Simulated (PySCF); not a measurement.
Ligands exchanged one at a time, Ga Cl-OH. Gas-phase values, no solvent. One relaxed conformer stands for each flexible species; it need not be the lowest. Strings in code marks are SMILES.

Method: r2SCAN-D4/def2-TZVP (PySCF). All candidates: neutral, multiplicity 1. Excitations are Tamm–Dancoff values on a coarser integration grid. The basis has no diffuse functions, so Rydberg states are missing or too high.

| Item | Value |
|---|---|
| HOMO | -7.61 eV |
| LUMO | -1.47 eV |
| T1 excitation (TDA) | 5.76 eV |

**Question.** Identify which member has these values.
A. `[OH][Ga]([OH])[Cl]` (H–O–Ga–Cl torsion 0°, Cl–Ga–O–H torsion 180°)
B. `[OH][Ga]([Cl])[Cl]` (H–O–Ga–Cl torsion 180°)
C. `[Cl][Ga]([Cl])[Cl]`
D. `[OH][Ga]([OH])[OH]`

**Answer.** D, `[OH][Ga]([OH])[OH]`. The others give `[OH][Ga]([Cl])[Cl]` (H–O–Ga–Cl torsion 180°): -8.29 eV, -2.21 eV, 5.70 eV; `[OH][Ga]([OH])[Cl]` (H–O–Ga–Cl torsion 0°, Cl–Ga–O–H torsion 180°): -7.90 eV, -1.83 eV, 5.69 eV; `[Cl][Ga]([Cl])[Cl]`: -8.40 eV, -2.62 eV, 5.52 eV
